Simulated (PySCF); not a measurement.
Working with the constants of SbCl

B3LYP constants of SbCl, ³Σ⁻ (triplet), unpaired electrons π ↑↑ (PySCF, scalar-relativistic core potentials, basis sets Sb def2-SVPD with ECP28, Cl def2-SVPD; masses 120.9038 and 34.9689 u):

```
ωe              : 350.3 cm⁻¹
ωexe            : 1.13 cm⁻¹
Be              : 0.10708 cm⁻¹
αe              : 0.000459 cm⁻¹
D (centrifugal) : 4e-08 cm⁻¹
De to Sb + Cl   : 3.09 eV
```

Give the vibrational terms G(v) and spacings up to v = 6.

G(v) = ωe(v+½) − ωexe(v+½)².

| v | G(v) (cm⁻¹) | G(v) − G(v−1) | Bv (cm⁻¹) |
| --- | --- | --- | --- |
| 0 | 174.9 |  | 0.1069 |
| 1 | 522.9 | 348.0 | 0.1064 |
| 2 | 868.7 | 345.8 | 0.1059 |
| 3 | 1212.2 | 343.5 | 0.1055 |
| 4 | 1553.5 | 341.3 | 0.1050 |
| 5 | 1892.5 | 339.0 | 0.1046 |
| 6 | 2229.2 | 336.7 | 0.1041 |

How well does the Morse estimate ωe²/(4ωexe) reproduce De, and what is D0?

It gives 3.37 eV, 109 % of the computed De. D0 = De − G(0) = 3.09 − 0.02 = 3.07 eV.

These are scalar-relativistic numbers at best; spin–orbit coupling would shift them, the dissociation energy most. The state was picked by a PBE0 search and need not be the measured ground state.
